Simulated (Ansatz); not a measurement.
2 `ClBBr` → `Cl[B@H-]1[Br+][B@H-](Cl)[Br+]1`  (dimerisation)

Isolated molecules relaxed with PBE0-D4/def2-TZVP in Ansatz; ΔE leaves out vibrations. CBS: MP2 limit from def2 TZ/QZ plus the TZ coupled-cluster correction, frozen cores. Functionals use def2-TZVPP. For Br outer-core shells are correlated without core-valence functions, which leaves a few kJ/mol of doubt a bond. Scalar relativity is left out up to krypton.

```
    level  ΔE (kJ/mol)
revPBE-D4         -8.2
   B97M-V         28.3
```

**Question.** What does CCSD(T)/CBS give? (Best estimate.)

**Answer.** The calculation gave: +10.3 kJ/mol. The listed levels differ from it by -18.5, 18.0 kJ/mol.

**Question.** What do rigid-rotor, harmonic-oscillator terms from PBE0-D4/def2-TZVP frequencies (298.15 K, 1 bar) make of the CCSD(T)/CBS value? (An estimate is asked.)

**Answer.** Ansatz gave: ΔZPE = +5.3 kJ/mol, ΔH = +15.4 kJ/mol, ΔS = -167 J/(mol·K), ΔG = +65.2 kJ/mol. Modes under 50 cm⁻¹ make the entropy rough.

Largest T1 diagnostic among the species: 0.010.

Leaving LDA and LC-ωPBE aside and taking each functional with its dispersion term where it has one, the values, not all of them listed here, spread over 44.6 kJ/mol, from revPBE-D4 to B2PLYP. LDA lies −51.6 kJ/mol from PBE without D4. At CCSD(T), def2-SVP lies +26.7 kJ/mol from the extrapolated value and def2-TZVPP +6.6 kJ/mol.
